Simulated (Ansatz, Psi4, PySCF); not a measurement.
C₂H₇Al, charge +1, doublet, geometry from GFN2-xTB (such geometries of metal compounds can be far from the true shape) (a state made from the parent by changing its charge; the spin is typed, not shown lowest). Base run: PBE0/cc-pVDZ (PySCF).

The PySCF input:
```python
from pyscf import gto, scf, dft

mol = gto.M(
    atom='''
Al    0.21245422   -0.05862416   -0.17834376
C    -0.47701543   -1.82207545    0.47936475
H     0.14271414   -2.58097180   -0.02812227
H    -1.53135447   -1.97330328    0.21413471
H    -0.36344163   -1.92419206    1.56641333
C     0.05422794    1.93877437   -0.12417154
H     0.87129886    2.30998632   -0.76612119
H     0.17831252    2.33333941    0.89258143
H    -0.90900968    2.27988746   -0.52519064
H     1.38630040   -0.38282564   -1.16638584
''',
    basis='cc-pvdz',
    charge=1,
    spin=1,
    verbose=4,
)

mf = dft.UKS(mol)
mf.xc = 'pbe0'
mf.kernel()
```

The same geometry, method and basis name were run in Ansatz (an electronic-structure program) and Psi4 and PySCF, at each program's defaults and at the settings that a row names. The base is PySCF at its defaults. Differences at the defaults can come from grids, fitting, cores and function types together.

```json
[
 {"code and settings": "PySCF, defaults (exact integrals, its default grid, spherical functions)", "ΔE vs base (mEh)": "0.000", "basis functions": "81", "E (Eh)": "-322.26784", "SCF cycles": "11"},
 {"code and settings": "Psi4, defaults (density fitting with its default set, its default grid, spherical functions)", "ΔE vs base (mEh)": "-0.032", "basis functions": "81", "E (Eh)": "-322.26787", "SCF cycles": "10"},
 {"code and settings": "Ansatz, defaults (factorised integrals, its default grid, spherical functions)", "ΔE vs base (mEh)": "0.000", "basis functions": "81", "E (Eh)": "-322.26784", "SCF cycles": "-"},
 {"code and settings": "PySCF, density fitting with def2-universal-jkfit", "ΔE vs base (mEh)": "-0.072", "basis functions": "81", "E (Eh)": "-322.26791", "SCF cycles": "11"},
 {"code and settings": "PySCF, fine grid", "ΔE vs base (mEh)": "0.000", "basis functions": "81", "E (Eh)": "-322.26784", "SCF cycles": "11"},
 {"code and settings": "Psi4, exact integrals, spherical functions, fine grid", "ΔE vs base (mEh)": "0.000", "basis functions": "81", "E (Eh)": "-322.26784", "SCF cycles": "13"},
 {"code and settings": "Ansatz, high accuracy", "ΔE vs base (mEh)": "0.000", "basis functions": "81", "E (Eh)": "-322.26784", "SCF cycles": "-"}
]
```

Open shells are given as the SCF converged; they aren't shown to be the lowest states, and a large step between rows can be another state.
